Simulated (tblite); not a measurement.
Give a GFN2-xTB geometry of InChI=1S/C7H12NS/c1-9-6-2-3-7(9)4-5-8/h7H,2-4,6H2,1H3/q+1/t7-,9-/m1/s1. (Charge +1.)

```xyz
21
C7H12NS angstrom
C     -1.271    1.729    0.303
S     -1.314    0.314   -0.826
C     -1.579   -1.055    0.353
C     -0.204   -1.454    0.853
C      0.710   -1.445   -0.368
C      0.472   -0.149   -1.150
C      1.477    0.964   -0.855
C      1.735    1.141    0.556
N      1.914    1.256    1.677
H     -2.293    1.877    0.646
H     -0.610    1.556    1.145
H     -0.963    2.611   -0.251
H     -2.261   -0.726    1.133
H     -2.046   -1.857   -0.218
H      0.157   -0.758    1.611
H     -0.241   -2.445    1.304
H      1.754   -1.519   -0.067
H      0.480   -2.303   -1.001
H      0.484   -0.332   -2.227
H      1.164    1.918   -1.289
H      2.427    0.695   -1.329
```

Any rigid rotation of these coordinates is as good. Atoms count from 1 in this order. S2 (sulfonium sulfur) is pyramidal (angles 106.2°, 100.8° and 93.7°, sum 300.7°, 0.85 Å off the plane of its three neighbours). The 5-membered ring S2–C3–C4–C5–C6 has internal angles of 93.7° to 108.7° (sum 520°, against 540° for a flat polygon); it is puckered, 0.19 Å rms from its mean plane, widest ring torsion 47°. The 3 C–S bonds span 1.810 Å (C1–S2, drawn single) to 1.873 Å (S2–C6, drawn single), a spread of 0.063 Å. The C–C distances run from 1.445 Å (C7–C8, drawn single) to 1.533 Å (C5–C6, drawn single), a spread of 0.088 Å.

Bonds between heavy atoms (Å): C1–S2 1.810, S2–C3 1.826, C3–C4 1.517, C4–C5 1.525, C5–C6 1.533, C6–C7 1.529, C7–C8 1.445, C8≡N9 1.142, S2–C6 1.873.

Computed geometry: GFN2-xTB, gas phase.

Point group: C1 (no symmetry element, even within 0.4 Å). Its GFN2-xTB frequencies are all real (lowest 64 cm⁻¹). Torsions: C5–C6–C7–C8 -45°, C1–S2–C3–C4 -86°, S2–C3–C4–C5 -42°, C3–C4–C5–C6 47°, C4–C5–C6–C7 97°. 3 starts were optimised and ended at 0.00, 1.24 and 2.48 kcal/mol (GFN2-xTB); the lowest of these is shown.

Time: 0.74 s wall. Hardware: Intel Xeon, one thread, shared host with 64 logical CPUs at a one-minute load of 64. These figures are those of the optimisation.

One conformer stands for the species.
